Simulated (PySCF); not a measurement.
# Correlation energy of Au (gold, neutral)

Starting occupation: [Xe] 4f14 5d9 6s2, 5d3/2 with m_j = -3/2, -1/2, +1/2, +3/2, 5d5/2 with m_j = -3/2, -1/2, +1/2, +3/2, +5/2. All numbers are calculated (PySCF 2.14, X2C-1e with screened-nucleus spin-orbit coupling, Gaussian nucleus, in x2c-TZVPall-2c (11s11p10d2f, 108 functions)). Frozen: [Kr] 4d10 4f14; 19 electrons correlated; the 34 highest virtual spinors left out.

MP2 pair energies summed by pair of shells (mhartree):

```tsv
pair	energy	share (%)
5d3/2-5d5/2	-96.00	21.7
5d5/2-5d5/2	-53.60	12.1
5d5/2-6s1/2	-43.88	9.9
5d5/2-5p3/2	-39.30	8.9
5d3/2-6s1/2	-33.55	7.6
5d3/2-5d3/2	-32.84	7.4
5d3/2-5p3/2	-30.44	6.9
6s1/2-6s1/2	-17.90	4.0
5p3/2-5p3/2	-14.17	3.2
5d5/2-5p1/2	-12.97	2.9
5p1/2-5p3/2	-12.21	2.8
5d3/2-5p1/2	-10.65	2.4
5p3/2-6s1/2	-9.81	2.2
5p3/2-5s1/2	-8.80	2.0
5d5/2-5s1/2	-7.40	1.7
5d3/2-5s1/2	-6.10	1.4
5p1/2-5s1/2	-4.02	0.9
5p1/2-5p1/2	-2.91	0.7
5p1/2-6s1/2	-2.54	0.6
5s1/2-5s1/2	-2.41	0.5
5s1/2-6s1/2	-0.81	0.2
```

Total MP2 correlation energy: -442.31 mhartree.

This basis was not built for core-valence correlation, so the inner-shell part is incomplete.
